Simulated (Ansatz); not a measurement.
Relaxed structures of AlBH₄SO, closed shell (PBE0-D4/def2-TZVP; forces vanish, vibrations not checked; lower isomers may exist, and structures with a doubtful reference or unclear bonds are left out; Å). Ansatz 0.2.0; basis: def2-TZVPP; cores frozen in the correlated methods.

(1) Rank them by CCSD(T) energy, lowest first, and give each one's height above the lowest. Links in brackets join atoms within 1.22 times the sum of their covalent radii (1.1 for two metals). (An estimate is asked for; the value comes from the calculation.)
A.
AlBH₄SO ([OH2][BH]1[AlH][S]1)
```
8
angstrom
B -0.4361 -0.4368 0.1647
S -0.1110 -0.0153 -1.6799
Al 1.4326 -0.9694 -0.4572
O -0.5891 1.0204 0.9499
H -0.2164 1.6508 0.3091
H -1.5322 1.2218 1.0280
H 2.9033 -1.4106 -0.8368
H -1.4203 -1.0327 0.4956
```
B.
a complex of AlBH₂SO ([O]1[BH]2[S][AlH]12) + H₂
```
8
angstrom
B -1.0876 0.0245 -0.9232
S 0.1719 1.1367 -1.7513
Al 0.9662 0.1315 0.0025
O -0.6108 -0.6031 0.1850
H 0.6917 1.6339 1.7388
H -2.1969 -0.1017 -1.3475
H 2.3164 -0.2069 0.7235
H 0.3808 1.9897 1.1476
```
C.
AlBH₄SO ([BH2][S][AlH][OH])
```
8
angstrom
B -0.6699 1.5399 0.1793
S 0.8038 1.2051 -0.7625
Al 0.9870 -0.9832 -0.4929
O -0.1156 -1.8808 0.4136
H -1.0426 2.6718 0.2282
H -1.2773 0.6809 0.7474
H 2.1867 -1.7350 -1.1694
H -0.8720 -1.4987 0.8563
```

The T1 diagnostic stays at or below 0.015.

## Answers

(1) By the calculation: B (0.00 kcal/mol), C (5.56 kcal/mol), A (68.32 kcal/mol). Heights count from the lowest.

For scale, one of the runs: CCSD(T)/def2-TZVPP, 202 basis functions, launched by `ansatz run in.yaml --threads 2 --pin off --events-out ev --progress --plain --max-ram 4352MiB`. Time: 79 s of wall clock on 2 CPU threads of an Arm Neoverse V1; the host was shared. Peak host memory: 2.4 GiB.
